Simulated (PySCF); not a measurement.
Computed beside measured shifts

System: C12H11BO (measured compound), SMILES OB(c1ccccc1)c1ccccc1.

Atom-mapped SMILES (hydrogens are numbered by the atom that bears them): [OH:1][B:2]([c:3]1[cH:4][cH:5][cH:6][cH:7][cH:8]1)[c:9]1[cH:10][cH:11][cH:12][cH:13][cH:14]1

Level of theory: GIAO PBE0/pcSseg-1, IEF-PCM chloroform, PySCF SCF with an in-house response code, fitting set def2-universal-JFIT up to Ne and JKFIT beyond, grid level 2, non-relativistic, on the PBE0-D3(BJ)/def2-SVP geometry.

One optimised conformer. Values are averaged over the atoms that symmetry or fast rotation interchanges, on this one geometry and without vibrational averaging. Shifts are the reference shielding less the shielding here, at the same level (11B against isolated BF3·OEt2; 13C, 1H against isolated TMS; 17O against isolated H2O); nuclei without a reference have shieldings only.

Task: What shifts does this level give for B2, and how do they compare with measurement?

Result: 
```
atom  nucleus  computed / ppm  measured / ppm  computed less measured  measured against  medium of the measurement
  B2      11B            44.1            45.7                    -1.6          BF3.OEt2                      CDCl3
```

Measured values: H. S. Rzepa et al., J. Org. Chem. 2018, An accessible method for DFT calculation of 11B NMR shifts.
